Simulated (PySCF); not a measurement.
**Assignment exercise: C$_{4}$H$_{11}$ClOSi$_{3}$**

Molfile (atoms numbered from 1):
```
C4H11ClOSi3
     RDKit          3D

 20 20  0  0  0  0  0  0  0  0999 V2000
    2.3432    1.4760   -0.5420 C   0  0  0  0  0  0  0  0  0  0  0  0
    1.3496   -0.1515   -0.5988 Si  0  0  0  0  0  4  0  0  0  0  0  0
    2.4736   -1.5478    0.0560 C   0  0  0  0  0  0  0  0  0  0  0  0
   -0.5349    0.0597    0.7212 Si  0  0  1  0  0  4  0  0  0  0  0  0
   -1.7994    1.3515    0.1718 C   0  0  0  0  0  0  0  0  0  0  0  0
   -2.9282    0.7921   -0.2556 C   0  0  0  0  0  0  0  0  0  0  0  0
   -4.2643    1.7240   -0.8474 Cl  0  0  0  0  0  0  0  0  0  0  0  0
   -2.9763   -1.1008   -0.1766 Si  0  0  0  0  0  4  0  0  0  0  0  0
   -1.4732   -1.2772    0.4259 O   0  0  0  0  0  0  0  0  0  0  0  0
    2.5624    1.7706    0.4809 H   0  0  0  0  0  0  0  0  0  0  0  0
    1.8010    2.2938   -1.0063 H   0  0  0  0  0  0  0  0  0  0  0  0
    3.2914    1.3781   -1.0611 H   0  0  0  0  0  0  0  0  0  0  0  0
    1.0803   -0.4473   -2.0254 H   0  0  0  0  0  0  0  0  0  0  0  0
    2.8336   -1.3232    1.0568 H   0  0  0  0  0  0  0  0  0  0  0  0
    3.3442   -1.6976   -0.5767 H   0  0  0  0  0  0  0  0  0  0  0  0
    1.9365   -2.4904    0.1077 H   0  0  0  0  0  0  0  0  0  0  0  0
   -0.4452    0.0999    2.1894 H   0  0  0  0  0  0  0  0  0  0  0  0
   -1.6476    2.4210    0.1703 H   0  0  0  0  0  0  0  0  0  0  0  0
   -3.9422   -1.6002    0.7911 H   0  0  0  0  0  0  0  0  0  0  0  0
   -3.0097   -1.7202   -1.4940 H   0  0  0  0  0  0  0  0  0  0  0  0
  1  2  1  0
  2  3  1  0
  2  4  1  0
  4  5  1  0
  5  6  2  0
  6  7  1  0
  6  8  1  0
  8  9  1  0
  9  4  1  0
  1 10  1  0
  1 11  1  0
  1 12  1  0
  2 13  1  0
  3 14  1  0
  3 15  1  0
  3 16  1  0
  4 17  1  1
  5 18  1  0
  8 19  1  0
  8 20  1  0
M  END
```

PySCF 2.14.0 with density-fitted response routines calculation with σ from GIAO-PBE0/pcSseg-1 and structure optimised with GFN2-xTB; fast rotation and ring inversion assumed for equivalent nuclei, gas phase, one conformer, non-relativistic.

Chemical shifts δ = σref − σ; ¹³C (σ = 186.93 ppm), ¹H (σ = 31.72 ppm) vs TMS, all at this level.

**Question.** Assign these signals to the numbered atoms. ¹³C{¹H} NMR (computed): δ 162.4 (C), 151.8 (CH), -4.8 (CH3), -5.8 (CH3).

**Answer.** 
```tsv
δ (ppm)	atoms	environment	reason
162.4	C6	fully substituted alkene carbon	the olefinic region
151.8	C5	alkene CH	as expected for a trigonal carbon in a double bond
-4.8	C3	methyl carbon bonded to Si	an electropositive neighbour leaves it electron-rich and shielded
-5.8	C1	methyl carbon bonded to Si	–
```

C3 and C1 lie closer than the usual error of such a calculation, so a measured spectrum could show them in the other order.

**Question.** Assign these signals to the numbered atoms. ¹H NMR (600 MHz, computed): δ 7.18 (d, 1H), 5.94 (m, 1H), 5.18 (m, 1H), 5.15 (m, 1H), 4.38 (m, 1H), 0.35 (d, 3H), 0.09 (d, 3H).

**Answer.** 
7.18 → H18, hydrogen on an alkene CH: attached to an sp2 carbon and in the plane of the double bond
5.94 → H17, hydrogen on a silicon bonded to C, O, Si, in a 5-membered ring
5.18 → H19, hydrogen on a silicon bonded to C, O, in a 5-membered ring
5.15 → H20, hydrogen on a silicon bonded to C, O, in a 5-membered ring
4.38 → H13, hydrogen on a silicon bonded to 2 C, Si
0.35 → H14/H15/H16, hydrogen on a methyl carbon bonded to Si: an electropositive neighbour shields it, as in TMS itself
0.09 → H10/H11/H12, hydrogen on a methyl carbon bonded to Si

H19 and H20 lie closer than the usual error of such a calculation, so a measured spectrum could show them in the other order.

Carbons that carry Cl, above all several Cl atoms, come out too deshielded, partly because spin–orbit coupling is missing. Shifts are as computed. Against solution values, carbons near 30 ppm lie about +3 ppm off and those near 130 ppm about +5 ppm; carbons on Cl a further +6 ppm. Of 1211 compounds with measured shifts, 218 miss one by over three times the rms of a fit or turn the order of signals round; such compounds aren't used in these exercises. Multiplicities follow the n + 1 count of equivalent neighbours, as no J values were calculated; m marks all less simple cases, F and P coupling included.
